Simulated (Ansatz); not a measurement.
```xyz
7

F    -0.414    0.222    2.072
Ge   -0.204   -0.038    0.385
F    -1.762    0.313   -0.266
S     1.198    1.371   -0.524
S     0.356   -2.137    0.192
H     0.218    2.267   -0.740
H     0.609   -1.998   -1.121
```

Charge 0, multiplicity 1.

(1) List the CAM-B3LYP/def2-TZVPP orbital energies in eV (Ansatz). (Best estimate.)

## Answers

(1) Ansatz gave: Occupied: -10854.54, -2420.80, -2420.78, -1358.61, -1209.58, -1209.57, -1209.57, -673.46, -673.44, -218.84, -218.82, -173.58, -163.41, -163.40, -163.35, -163.33, -163.20, -163.19, -123.89, -123.87, -123.85, -37.92, -37.67, -37.44, -37.40, -37.39, -34.23, -33.50, -23.44, -22.76, -17.60, -15.08, -14.63, -14.51, -13.81, -13.51, -13.33, -13.15, -12.25, -11.07, -9.83, -9.79. Lowest empty: -0.25, 0.80, 1.03, 1.62, 2.11, 2.66, 5.26, 5.70.
